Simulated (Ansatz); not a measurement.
Input for Ansatz (a quantum-chemistry and plane-wave program): R-wB97X-V/def2-TZVPPD on dimethyl selenide (SMILES C[Se]C). Files ending in .json are basis or fitting sets from the Basis Set Exchange.

Ansatz 0.2 input:
```yaml
crystal:
  periodic: [false, false, false]
  atoms:
    - {symbol: C, position_ang: [-1.38934188, -0.95033292, 0.90298135]}
    - {symbol: Se, position_ang: [-0.09158725, 0.47205242, 0.52497335]}
    - {symbol: C, position_ang: [1.37134969, -0.69044080, -0.07385839]}
    - {symbol: H, position_ang: [-0.98034901, -1.62656447, 1.64939501]}
    - {symbol: H, position_ang: [-2.28232560, -0.46804320, 1.29351549]}
    - {symbol: H, position_ang: [-1.62880521, -1.48170570, -0.01477320]}
    - {symbol: H, position_ang: [1.63672534, -1.38039858, 0.72316970]}
    - {symbol: H, position_ang: [2.21700640, -0.04454309, -0.29800655]}
    - {symbol: H, position_ang: [1.06999189, -1.22752575, -0.96980245]}
basis:
  gaussian:
    orbitals: def2-TZVPPD.json
hamiltonian:
  xc: {name: wB97X-V}
scf: {lower_state_search: off}
```

Output:

```
WARN ansatz: RAYON_NUM_THREADS=1 ignored (pool sized by the plan → 1); use --threads N
Functional definition: wB97X-V
these checks for a lower state are left out or cut short: stability, starts, cluster_reference, orbital_swaps, neighbouring_geometries, increment
integrals: 0.20 GiB planned
1139 factors; their error is unknown
integrals: 0.23 GiB planned
330 factors; integrals over basis functions are off by at most 2.9e-5 eV
mean field: 1.68 GiB planned
mean field evaluation 1: about -67512.8531 eV, gradient 3.6e1 eV
mean field evaluation 2: about -67514.0220 eV, gradient 2.8e1 eV
mean field evaluation 4: about -67515.6350 eV, gradient 1.1e0 eV
mean field evaluation 8: about -67515.8093 eV, gradient 5.6e-1 eV
mean field evaluation 16: about -67515.8097 eV, gradient 1.1e-5 eV
mean field -67515.80968023 eV, -2481.1602418888 hartree, gradient 2.1e-6 eV, S^2 0.000000; 0 other end points of the search recorded, 0 dependent functions left out
reference -67515.80967788 eV, -2481.1602418027 hartree; 26, 26 occupied and 207, 207 virtual orbitals, 1139 factors
Total energy: -67515.80967788 eV, -2481.1602418027 hartree
Checks for a lower state left out: stability, starts, cluster_reference, orbital_swaps, neighbouring_geometries, increment
```

The run converged.

Cost: around 10 core-seconds (rough).
